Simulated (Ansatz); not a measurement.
Reaction (formal exchange of groups at a B–O bond): `CB(O[SiH3])O[SiH3]` + `CCC` → `CB(C)O[SiH3]` + `CCO[SiH3]`

Gas-phase electronic energies from Ansatz, PBE0-D4/def2-TZVP geometries. CCSD(T)/CBS adds triple-zeta CCSD(T) − MP2 to the extrapolated MP2 energy (def2 sets, frozen cores). One conformer a species, not always the lowest.

```
             species  CCSD(T)/CBS(def2) energy (Eh)
`CB(O[SiH3])O[SiH3]`                     -796.95379
               `CCC`                     -118.98051
      `CB(C)O[SiH3]`                     -470.67451
         `CCO[SiH3]`                     -445.19614
```

Q: Work out ΔE.

A: ΔE = (-470.67451) + (-445.19614) − (-796.95379) − (-118.98051) = 0.06365 Eh = +167.1 kJ/mol.

Largest T1 diagnostic among the species: 0.012.

From PBE to PBE0 (25 % exact exchange), in def2-TZVPP and without D4, ΔE moves by +6.0 kJ/mol. The D4 term adds +4.0 kJ/mol with B3LYP and +2.2 kJ/mol with PBE0; it sums over pairs of atoms, weighted by their polarisabilities, and B3LYP, whose exchange is more repulsive, gets the larger term.

B3LYP here is the variant with VWN-RPA as its local correlation; programs differ in this.
